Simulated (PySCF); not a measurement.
**Correlation energy of Ge (germanium, neutral)**

[Ar] 3d10 4s1 4p3, high-spin 5S determinant (an excited configuration). All numbers are calculated (PySCF 2.14, scalar relativity through the core potential, in aug-cc-pwCVTZ-PP with ECP10MDF (8s7p6d4f1g, 96 functions)). Frozen: 3s2 3p6 3d10; 4 electrons correlated.

| level | correlation energy (mhartree) |
| --- | --- |
| CCSD | -25.13 |
| (T) | -0.40 |
| CCSD(T) | -25.53 |

Diagnostics: T1 = 0.0025, D1 = 0.0057, largest double amplitude 0.037.

Is a single reference adequate?

Yes, within this model without spin-orbit coupling: T1 lies below 0.03 and no double amplitude reaches 0.07.
